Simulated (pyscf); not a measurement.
A first-order saddle from PySCF, ωB97X-D3(BJ)/def2-SVP:

```xyz
8

Cl     0.4922    -0.6790     0.4007
In    -1.8413    -1.5684     0.6844
Cl    -1.8134    -3.3661     2.1135
S     -2.5818     0.0338    -0.7152
Si    -0.2411     1.0170    -1.0636
H     -0.8488     2.2410    -0.4843
H      1.2233     1.3504    -1.0597
H     -0.4858     0.6697    -2.4857
```

Surface: singlet, charge 0. Lowest wavenumbers (cm⁻¹): 186i, 28, 87, 96, 155.

### Question
What reaction is this the transition state of?

### Answer
H₃Si–S–In(Cl)–Cl (SMILES [SiH3][S][In]([Cl])[Cl]) ⇌ H₃Si–Cl (SMILES [SiH3]Cl) + S=In–Cl (SMILES [S]=[In][Cl]), an elimination read from left to right: Cl–In, S–Si broken and Cl–Si formed. At ωB97M-D3(BJ)/def2-TZVP it lies +39.6 kcal/mol from the left side and +1.7 kcal/mol from the right (each side as separated species at their lowest minima found). On the product side the descent ends in an adduct with a Cl–In contact, 9.7 kcal/mol under the separated species and 5.5 kcal/mol under the saddle at ωB97X-D3(BJ)/def2-TZVP. What is counted as broken (Cl–In) persists as a longer contact in the product adduct; parting that adduct is a step of its own. One saddle was located; it need not be the lowest between these sides. Elements past Kr carry the def2 core potentials, without spin-orbit coupling.
